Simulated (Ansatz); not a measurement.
A nudged elastic band was laid between two geometries of CH6SeSiTe (10 atoms, charge 0, multiplicity 1).

Computed with RKS revPBE/def2-SVP (Ansatz 0.2.0).

- movable images: 7
- climbing image: yes
- spring: 5.0 eV/Å²
- optimiser: quadratic models (default)
- start path: through a guess of the saddle point
- force threshold: 0.03 eV/Å
- iteration limit: 60
- end points: relaxed

Image 0:

```xyz
10
Properties=species:S:1:pos:R:3
C 0.911 1.654 -0.151
Se 0.350 0.836 1.569
Si -0.853 -0.943 0.746
Te 0.517 -2.538 -0.705
H 1.417 0.898 -0.782
H 0.040 2.085 -0.680
H 1.624 2.458 0.112
H -1.342 -1.638 1.986
H -2.024 -0.523 -0.106
H -0.557 -2.340 -1.986
```

Image 8:

```xyz
10
Properties=species:S:1:pos:R:3
C 0.786 1.317 -0.003
Se -0.475 0.713 1.397
Si -1.577 -1.568 0.695
Te 0.201 -2.569 -0.918
H 1.281 0.428 -0.441
H 0.169 1.827 -0.765
H 1.513 2.022 0.440
H 0.578 0.122 2.268
H -2.275 -0.720 -0.391
H -0.118 -1.622 -2.279
```

Question: Which bonds break or form, and what moves?

Answer: Bonds broken: Si3–H8. Bonds formed: Se2–H8.

Question: Give the energies along the band, and the barrier.

Answer: It did not converge within its limit. The highest image is number 5 of 0 to 8, 1.97 eV above the first end and 0.47 eV above the last; the last end lies 1.49 eV above the first. The band didn't meet its force threshold, so its energies are provisional: the largest band force was still 0.27 eV/Å, and over the last iterations the top stayed at 1.97 eV. Neighbouring images lie up to 3.3 Å apart, so the band is torn or far too coarse. Inner images lie below an end point, which means an intermediate or an end that isn't the lowest structure nearby. The orbitals stay closed-shell, which can raise the energy where a bond breaks towards radicals; this wasn't checked here.

```csv
image,path coordinate (Å),energy (eV),Si3–H8 (Å),Se2–H8 (Å)
0,0.00,0.00,1.50,3.03
1,3.25,0.03,1.51,3.23
2,6.50,0.08,1.51,3.10
3,9.78,-0.02,1.51,3.19
4,13.06,-0.02,1.51,3.27
5,16.32,1.97,1.68,1.75
6,18.62,1.55,3.24,1.50
7,20.93,1.57,3.25,1.49
8,23.23,1.49,3.16,1.49
```

The run took 17 min on 2 threads of Arm Neoverse V1 (shared host), peak memory 0.18 GiB.
